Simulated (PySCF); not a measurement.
Sr2H4 (singlet). Level of theory: PySCF, PBE0, basis Sr def2-TZVP with ECP28, H def2-TZVP (scalar-relativistic core potentials, no spin–orbit coupling, density fitting).

Harmonic bands of its minimum:

| ω (cm⁻¹) | IR (km/mol) |
| --- | --- |
| 114 | 517 |
| 128 | 0.0 |
| 176 | 0.0 |
| 222 | 517 |
| 341 | 0.0 |
| 479 | 575 |
| 792 | 921 |
| 890 | 0.0 |
| 933 | 0.0 |
| 1050 | 2258 |
| 1189 | 638 |
| 1193 | 0.0 |

Task: Infer the point group and assign the bands.

Result: C2h. The modes span 4bu + 4ag + 2au + 2bg: 114 bu, 128 ag, 176 ag, 222 au, 341 bg, 479 bu, 792 au, 890 ag, 933 bg, 1050 bu, 1189 bu, 1193 ag. The computed geometry has Sr–H 2.170 Å (×2), Sr–H 2.335 Å (×4); H–Sr–H 74.2° (×2), H–Sr–H 124.2° (×4), Sr–H–Sr 105.8° (×2).

Only a few start shapes were tried, so a lower isomer may exist.
